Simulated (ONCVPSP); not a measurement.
# What one change does to a pseudopotential (tellurium (Te), ONCV)

```json
{"Element": "Te (Z = 52)", "Generator": "ONCVPSP 4.0.1", "Type": "optimised norm-conserving Vanderbilt (ONCV)", "Functional": "revPBE", "Relativity": "scalar-relativistic", "Frozen core": "[Kr] 4d10", "Valence charge": "6", "Reference configuration": "5s2 5p4", "Partial waves": "5s: rc 1.95 bohr, ncon 4, nbas 8, qcut 3.5 1/bohr, 2 projectors, debl 0.3 Ha; 5p: rc 1.80 bohr, ncon 3, nbas 6, qcut 5.3 1/bohr, 2 projectors, debl 2.6 Ha; d scattering state at 0.26 Ha: rc 1.80 bohr, ncon 4, nbas 7, qcut 5.3 1/bohr, 2 projectors, debl 2 Ha", "Local potential": "polynomial inside 1.30 bohr (lpopt 5, dvloc0 -1 Ha)", "Core correction": "none"}
```

In the s channel the program set the typed energies aside and used -0.553, 0.250 Ha.

Change: p: debl 0.25.

Cutoffs: the cutoffs (Ha) at which the residual kinetic energy of the hardest occupied pseudo-wave falls to 1 and 0.1 mHa per electron; they do not see the model core or the augmentation charge, which bear on the density cutoff. Errors are all-electron minus pseudo energies relative to the spin-unpolarised reference configuration.

**Question.** How do hardness, ghosts and transferability respond?

**Answer.** The potential gets neither clearly harder nor softer (12 Ha and 41 Ha → 12 Ha and 41 Ha); the bound ghosts move from d, s to d, p, s; the errors of the 4 common tests hardly move; the range in which the p phases agree narrows (upper end at the end of the scan → 3.8).

| quantity | base | changed |
| --- | --- | --- |
| cutoff, loose | 12 Ha | 12 Ha |
| cutoff, tight | 41 Ha | 41 Ha |
| bound ghosts | s, d | s, p, d |
| GHOST(+) flags under 300 eV | p at 63.3 eV | p at 124.0 eV |
| error for 5s2 5p3, meV [ΔE 9.68 eV] | -10 | -11 |
| error for 5s2 5p2, meV [ΔE 27.55 eV] | -50 | -54 |
| error for 5s2 5p1, meV [ΔE 54.36 eV] | -135 | -143 |
| error for 5s2 5p0, meV [ΔE 90.70 eV] | -237 | -241 |
| s: phases at 1.98 bohr within 0.05 rad from the reference energy up to (Ha; the scan ends near 5) | 3.5 | 3.5 |
| p: phases at 1.83 bohr within 0.05 rad from the reference energy up to (Ha; the scan ends near 5) | to the end of the scan | 3.8 |
| d: phases at 1.83 bohr within 0.05 rad from the reference energy up to (Ha; the scan ends near 5) | to the end of the scan | to the end of the scan |

Base: The cutoffs count occupied waves only; projector 2 of the d channel, the hardest unoccupied one, needs 71 Ha at the loose tolerance. Changed file: The cutoffs count occupied waves only; projector 2 of the d channel, the hardest unoccupied one, needs 71 Ha at the loose tolerance. A true bound ghost makes a file unfit for plane-wave use even where its test errors are small: the radial tests pick states by their node count and pass the ghost by.
